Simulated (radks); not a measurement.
The numbers below are computed, except where a source is named.
All-electron atom: the tantalum ion Ta2+ in [Xe] 4f14 5d3 (the NIST ground configuration).

Level of theory: Dirac Kohn-Sham, exchange-only PBE, spin-unpolarised, spherical densities, finite nucleus; open shells fill j = l - 1/2 first; Fermi nuclear charge, rms radius 5.3507 fm (a radial shooting solver on a logarithmic mesh with Libxc functionals).

Energy parts (eV):
total: -425001.33
kinetic: 477008.86
electron-nucleus: -1058963.26
Hartree: 165459.89
exchange: -8506.83

Orbitals (lengths in bohr, moments of r in powers of bohr):
| orbital | occ. | eigenvalue (eV) | <r^4> | <r> | <r^2> | small-component weight |
|---|---|---|---|---|---|---|
| 1s1/2 | 2 | -67269.87 | 6.210e-07 | 0.01867 | 0.0004789 | 7.56e-02 |
| 2s1/2 | 2 | -11562.31 | 0.00009341 | 0.07835 | 0.007318 | 1.71e-02 |
| 2p1/2 | 2 | -11052.91 | 0.00005639 | 0.06487 | 0.005233 | 1.72e-02 |
| 2p3/2 | 4 | -9782.683 | 0.00008123 | 0.07271 | 0.006436 | 1.55e-02 |
| 3s1/2 | 2 | -2659.211 | 0.003465 | 0.2043 | 0.04787 | 5.61e-03 |
| 3p1/2 | 2 | -2432.326 | 0.003066 | 0.1943 | 0.04397 | 5.55e-03 |
| 3p3/2 | 4 | -2158.882 | 0.004018 | 0.2088 | 0.05060 | 5.08e-03 |
| 3d3/2 | 4 | -1775.007 | 0.002742 | 0.1829 | 0.03932 | 4.97e-03 |
| 3d5/2 | 6 | -1715.438 | 0.002979 | 0.1874 | 0.04114 | 4.84e-03 |
| 4s1/2 | 2 | -553.0880 | 0.08225 | 0.4587 | 0.2378 | 1.84e-03 |
| 4p1/2 | 2 | -459.4820 | 0.09034 | 0.4644 | 0.2458 | 1.75e-03 |
| 4p3/2 | 4 | -396.4951 | 0.1188 | 0.4976 | 0.2818 | 1.57e-03 |
| 4d3/2 | 4 | -242.5175 | 0.1555 | 0.5165 | 0.3096 | 1.38e-03 |
| 4d5/2 | 6 | -230.9460 | 0.1697 | 0.5280 | 0.3234 | 1.33e-03 |
| 5s1/2 | 2 | -86.8367 | 2.767 | 1.102 | 1.366 | 3.97e-04 |
| 5p1/2 | 2 | -59.7618 | 4.431 | 1.221 | 1.692 | 3.22e-04 |
| 5p3/2 | 4 | -51.0295 | 6.232 | 1.327 | 2.001 | 2.75e-04 |
| 4f5/2 | 6 | -39.6726 | 0.6610 | 0.6344 | 0.5123 | 9.12e-04 |
| 4f7/2 | 8 | -37.6914 | 0.7200 | 0.6454 | 0.5316 | 8.91e-04 |
| 6s1/2 | 0 | -17.8423 | 140.0 | 2.949 | 9.746 | 5.84e-05 |
| 5d3/2 | 3 | -17.6159 | 41.26 | 2.000 | 4.736 | 1.20e-04 |
| 5d5/2 | 0 | -16.9482 | 46.82 | 2.065 | 5.050 | 1.13e-04 |
| 6p1/2 | 0 | -12.8703 | 292.1 | 3.540 | 14.05 | 4.07e-05 |
| 6p3/2 | 0 | -11.9633 | 372.3 | 3.776 | 15.95 | 3.67e-05 |

The highest occupied level is 5d3/2 at -17.616 eV. The configuration is held as typed, so some empty levels lie below it. For comparison, the ionisation energy in NIST's Atomic Spectra Database is 23 eV (theoretical). In exact Kohn-Sham theory the highest level is minus the ionisation energy, but local and semilocal functionals leave it too shallow, through self-interaction and a potential that decays too fast; potentials with the right tail come closer. The density falls to 0.001 e/bohr^3 at r = 3.79 bohr.

Beside tabulated values, note that spin-unpolarised runs miss the spin-polarisation part of the exchange energy of open shells.
